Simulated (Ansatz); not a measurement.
Compare A (`FC[SiH]([SiH3])Cl`) with its isomer B (`F[SiH](Cl)C[SiH3]`).

Computed with Ansatz on PBE0-D4/def2-TZVP structures; ΔE is electronic, products minus reactants. CCSD(T)/CBS is the MP2 limit (def2-TZVPP, def2-QZVPP) plus CCSD(T) − MP2 in def2-TZVPP, frozen cores. DFT in def2-TZVPP. B3LYP here is the variant with VWN-RPA as its local correlation; programs differ in this. Each species was taken in one conformer, which may not be the lowest.

Question: Which is lower in electronic energy at CCSD(T)/CBS, and by how much? (Best estimate.)

Answer: The calculation gave: B, by 271.4 kJ/mol.

Question: Give E(B) − E(A) in kJ/mol with r2SCAN-D4, B2PLYP, MP2/def2-TZVPP, CCSD/def2-TZVPP, CCSD(T)/def2-TZVPP, PBE0-D4, B3LYP-D4. (Best estimate.)

Answer: Ansatz gave: r2SCAN-D4 -263.0, B2PLYP -267.2, MP2/def2-TZVPP -286.5, CCSD/def2-TZVPP -270.1, CCSD(T)/def2-TZVPP -268.7, PBE0-D4 -250.4, B3LYP-D4 -255.8. None reverses the order clearly.

Largest T1 diagnostic: 0.011.

From PBE to PBE0 (25 % exact exchange), in def2-TZVPP and without D4, E(B) − E(A) moves by −12.0 kJ/mol.
